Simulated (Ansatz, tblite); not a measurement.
Cost and result up the ladder for HgH2 (3 atoms). The state is a singlet with charge 0. Geometry: r2SCAN-D4/def2-TZVP.

```xyz
3

Hg    0.000    0.000    0.000
H     1.098    1.225    0.054
H    -1.098   -1.225   -0.054
```

Ansatz on 4 threads of Intel Xeon on a shared host; xTB runs through tblite on one thread. Times are rough, summed over both states, and most runs start from the orbitals of an earlier one. PBE0-D4/def2-TZVP serves as the yardstick here, not as an exact answer. The other state is a triplet.

In the def2 sets Hg takes a core potential; there is no spin–orbit coupling. The xTB rows come from tblite.

xTB has no spin-polarisation term.

| level | functions | wall time |
| --- | --- | --- |
| GFN2-xTB | 6 | 0.004 s |
| GFN1-xTB | 8 | 0.008 s |
| PBE-D4/def2-TZVP | 55 | 4.2 s |
| r2SCAN-D4/def2-TZVP | 55 | 5 s |
| PBE0-D4/def2-TZVP | 55 | 5.5 s |

Q: Estimate what each level gives for the vertical triplet (eV).

A: 
| level | vertical triplet (eV) | difference from PBE0-D4/def2-TZVP (eV) |
| --- | --- | --- |
| GFN2-xTB | 8.30 | 2.47 |
| GFN1-xTB | 7.93 | 2.10 |
| PBE-D4/def2-TZVP | 5.71 | -0.12 |
| r2SCAN-D4/def2-TZVP | 5.75 | -0.08 |
| PBE0-D4/def2-TZVP | 5.83 | 0.00 |
